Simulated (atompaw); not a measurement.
Before and after: PAW (atompaw) potential for phosphorus

phosphorus (P), PAW, made with atompaw 4.2.0.5 (LDA (PW92), scalar-relativistic). Core [Ne], reference 3s1 3p4. Waves: 3s (bound): rc 1.50 bohr; 3s channel at -0.75 Ry: rc 1.75 bohr; 3p (bound): rc 1.75 bohr; 3p channel at 0.1 Ry: rc 1.60 bohr; 3d channel at 0.35 Ry: rc 1.75 bohr; 3d channel at 1.05 Ry: rc 1.75 bohr. Local part: bessel scheme, radius 1.25 bohr. Core correction: smooth core density matched at 1.70 bohr. Augmentation charge: besselshape compensation charge, radius 1.50 bohr; PAW radius 1.75 bohr; waves and projectors: custom polynom2 7 10 vanderbiltortho.

Change: wave 3s channel at -0.75 Ry: rc 1.75 bohr becomes 3s channel at -0.97 Ry: rc 1.75 bohr.

Cutoffs: the cutoffs (Ry, on a coarse ladder) from which the occupation-weighted sum of valence levels, in a spherical-Bessel basis at the reference potential, stays within 10 and 1 mRy of its value at 400 Ry; they do not see the model core or the augmentation charge, which bear on the density cutoff.

Problem. What does the change do?

Solution. The potential gets softer (12 Ry and 18 Ry → 12 Ry and 15 Ry); the range in which the s phases agree narrows (upper end 2.9 → 1.0); neither file shows a bound ghost.

```tsv
quantity	base	changed
cutoff, loose	12 Ry	12 Ry
cutoff, tight	18 Ry	15 Ry
bound ghosts	none	none
s: phases at 1.76 bohr within 0.05 rad from the reference energy up to (Ry; the scan ends near 5)	2.9	1.0
p: phases at 1.76 bohr within 0.05 rad from the reference energy up to (Ry; the scan ends near 5)	to the end of the scan	to the end of the scan
d: phases at 1.76 bohr within 0.05 rad from the reference energy up to (Ry; the scan ends near 5)	to the end of the scan	to the end of the scan
lowest overlap eigenvalue by channel	s 0.04, p 0.95, d 0.98	s 0.00, p 0.95, d 0.98
```

 The cutoffs see the waves, projectors and local potential, not the compensation charge or the core.
